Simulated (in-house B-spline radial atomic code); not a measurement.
Configurations of the vanadium ion V³⁺, with energies counted from [Ar] 3d2. Level of theory: non-relativistic HSE06, spin-polarised, spherical fractional occupations, exact exchange averaged over the configuration, point nucleus; calculated with a B-spline radial code for spherical atoms. Shells without spins written out take the highest spin.

Occupations are held fixed; configurations that lie above the ionisation limit could autoionise.

```csv
configuration,E - E(ref) (eV),highest orbital,its <r> (bohr)
[Ar] 3d1 4s1,11.908,4s up,2.438
[Ar] 3d1 4p1,18.092,4p up,2.729
[Ne] 3s2 3p5 3d2 4s1,49.879,4s up,2.415
```

Question: Order these further configurations by energy, lowest first.
A. [Ne] 3s2 3p5 3d2 4p1
B. [Ne] 3s2 3p5 3d2 4f1
C. [Ne] 3s2 3p5 3d3
D. [Ar] 3d1 4f1

Answer: D (32.595 eV), C (36.712 eV), A (56.149 eV), B (70.915 eV).
